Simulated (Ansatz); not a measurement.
`COBCN` + HBr → `NCBBr` + CH₃OH  (ligand exchange at a B–O bond)

Gas-phase electronic energies from Ansatz, PBE0-D4/def2-TZVP geometries. CCSD(T)/CBS adds triple-zeta CCSD(T) − MP2 to the extrapolated MP2 energy (def2 sets, frozen cores). This one scheme is used for every species. Functionals use def2-TZVPP. B3LYP here is the variant with VWN-RPA as its local correlation; programs differ in this. For Br outer-core shells are correlated without core-valence functions, which leaves a few kJ/mol of doubt a bond. Scalar relativity is left out up to krypton. One conformer a species, not always the lowest.

`COBCN`:

Z-matrix (Å, degrees):
```
C
O 1 1.411
H 1 1.094 2 111.3
H 1 1.092 2 109.1 3 120.8
H 1 1.092 2 109.0 3 -120.7
B 2 1.345 1 122.4 3 -0.6
C 6 1.568 2 118.8 1 -177.6
H 6 1.208 2 119.2 1 0.5
N 7 1.458 6 112.7 2 -162.8
H 7 1.107 6 106.5 2 71.2
H 7 1.096 6 108.7 2 -41.4
H 9 1.012 7 110.7 6 -49.2
H 9 1.011 7 111.5 6 -168.5
```

HBr:

Cartesian coordinates in Å:
```
Br -0.535 0.227 -0.409
H 0.535 -0.227 0.409
```

`NCBBr`:

Cartesian coordinates in Å:
```
N 0.135 -0.889 1.009
C 0.154 -0.405 -0.350
B -0.524 0.950 -0.657
Br -1.074 2.139 0.732
H 0.270 -0.138 1.673
H 0.843 -1.591 1.173
H 1.170 -0.252 -0.779
H -0.297 -1.146 -1.027
H -0.678 1.332 -1.774
```

CH₃OH:

Cartesian coordinates in Å:
```
C 0.355 -0.012 -0.021
O -0.941 0.494 -0.242
H 1.051 0.665 -0.519
H 0.492 -1.014 -0.447
H 0.615 -0.045 1.044
H -1.572 -0.088 0.186
```

| level | ΔE (kcal/mol) | difference from CCSD(T)/CBS |
| --- | --- | --- |
| r2SCAN-D4 | 12.1 | 0.2 |
| PBE0-D4 | 11.5 | -0.4 |
| B3LYP-D4 | 13.6 | 1.7 |
| ωB97X-V | 13.1 | 1.2 |
| B2PLYP | 13.5 | 1.6 |
| PBE | 11.6 | -0.3 |
| r2SCAN | 12.0 | 0.1 |
| PBE0 | 11.6 | -0.3 |
| B3LYP | 14.0 | 2.1 |
| HF/def2-TZVPP | 14.3 | 2.4 |
| MP2/def2-TZVPP | 11.6 | -0.3 |
| SCS-MP2/def2-TZVPP | 12.7 | 0.8 |
| CCSD(T)/def2-TZVPP | 13.0 | 1.1 |
| HF/def2-QZVPP | 14.6 | 2.7 |
| MP2/def2-QZVPP | 11.1 | -0.8 |
| MP2/CBS(def2) | 10.5 | -1.4 |
| CCSD(T)/CBS | 11.9 | 0 |

Largest T1 diagnostic among the species: 0.012.

In def2-TZVPP, CCSD(T) changes the Hartree–Fock value by −1.3 kcal/mol (the triples alone add −0.3 kcal/mol) and MP2 by −2.7 kcal/mol.
